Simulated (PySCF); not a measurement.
Molfile (atoms numbered from 1):
```
C4H10OSi
     RDKit          3D

 16 15  0  0  0  0  0  0  0  0999 V2000
    2.9872   -0.1046   -0.0851 C   0  0  0  0  0  0  0  0  0  0  0  0
    1.8316   -0.7404   -0.2809 C   0  0  0  0  0  0  0  0  0  0  0  0
    0.5410   -0.0863   -0.6651 C   0  0  0  0  0  0  0  0  0  0  0  0
   -0.5484   -0.2543    0.4008 C   0  0  0  0  0  0  0  0  0  0  0  0
   -2.1974    0.5124   -0.0749 Si  0  0  0  0  0  4  0  0  0  0  0  0
   -3.3716    0.2485    1.0808 O   0  0  0  0  0  0  0  0  0  0  0  0
    3.8934   -0.6404    0.2093 H   0  0  0  0  0  0  0  0  0  0  0  0
    3.0708    0.9797   -0.2158 H   0  0  0  0  0  0  0  0  0  0  0  0
    1.7905   -1.8280   -0.1333 H   0  0  0  0  0  0  0  0  0  0  0  0
    0.7191    0.9847   -0.8615 H   0  0  0  0  0  0  0  0  0  0  0  0
    0.1864   -0.5203   -1.6184 H   0  0  0  0  0  0  0  0  0  0  0  0
   -0.2074    0.1935    1.3515 H   0  0  0  0  0  0  0  0  0  0  0  0
   -0.7185   -1.3243    0.6158 H   0  0  0  0  0  0  0  0  0  0  0  0
   -2.7149   -0.1163   -1.3237 H   0  0  0  0  0  0  0  0  0  0  0  0
   -1.9967    1.9807   -0.3123 H   0  0  0  0  0  0  0  0  0  0  0  0
   -3.2623    0.6980    1.9229 H   0  0  0  0  0  0  0  0  0  0  0  0
  1  2  2  0
  2  3  1  0
  3  4  1  0
  4  5  1  0
  5  6  1  0
  1  7  1  0
  1  8  1  0
  2  9  1  0
  3 10  1  0
  3 11  1  0
  4 12  1  0
  4 13  1  0
  5 14  1  0
  5 15  1  0
  6 16  1  0
M  END
```

Geometry: PBE0-D3(BJ)/def2-SVP; GIAO absolute shieldings from PySCF 2.14.0 with density-fitted response routines, gas phase, non-relativistic, averaged over equivalent atoms.

At PBE0/pcSseg-1 (159 basis functions, 23 s wall time on 1 thread of an Arm Neoverse V2, shared host):
```csv
atoms,σ (ppm)
C2,33.9
C1,63.0
C3,155.4
C4,165.6
Si5,359.0
O6,313.6
H9,25.24
H8,25.97
H7,26.09
H14/H15,26.40
H10/H11,29.54
H12/H13,30.55
H16,30.74
```

Q: Predict the values at CAM-B3LYP/pcSseg-2 on the same geometry.

A: 
```tsv
atoms	σ at CAM-B3LYP/pcSseg-2	change
C2	23.5	-10.4
C1	57.6	-5.4
C3	152.3	-3.1
C4	161.6	-4.0
Si5	339.4	-19.6
O6	304.1	-9.5
H9	25.15	-0.09
H8	26.05	+0.08
H7	26.17	+0.08
H14/H15	26.50	+0.10
H10/H11	29.41	-0.13
H12/H13	30.55	+0.00
H16	30.72	-0.02
```

The largest change is at Si5 (silicon bonded to C, O, 2 H). Cost: 363 basis functions, 99 s wall time on 1 thread of an Arm Neoverse V2, shared host. The order of the carbon signals is the same at both levels.
